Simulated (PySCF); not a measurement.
## Excitation energy of Tc by level of theory

Tc [Kr] 4d5 5s2 (6S) → Tc [Kr] 4d4 5s2 5p1 (high-spin determinant), as a difference of total energies. All numbers are calculated (PySCF 2.14, scalar relativity by spin-free X2C-1e, in x2c-QZVPPall). Correlated levels: valence: [Kr] frozen; valence and next inner shell: [Ar] 3d10 frozen. The calculations carry no spin-orbit coupling.

| method | excitation energy (eV) |
| --- | --- |
| UHF | 6.764 |
| LDA | 7.333 |
| PBE | 7.239 |
| PBE0 | 7.187 |
| r2SCAN | 7.385 |
| MP2 (valence) | 7.103 |
| SCS-MP2 (valence) | 6.689 |
| MP2 (valence and next inner shell) | 7.244 |
| SCS-MP2 (valence and next inner shell) | 6.924 |

Task: How much does correlation contribute at MP2 (valence and next inner shell)?

Result: 7.244 − (6.764) = 0.480 eV, measured against UHF.

A first-order spin-orbit estimate (lowest level to lowest level, LS coupling) adds -0.237 eV.

The upper state lies above the first ionisation limit, where it may autoionise and the basis confines it.

The basis was made for the ground configuration and has no added diffuse functions, so the excitation energy can come out too high.

The determinant of the upper state mixes LS terms, which raises its energy above the lowest term, most at the Hartree-Fock and MP2 levels.
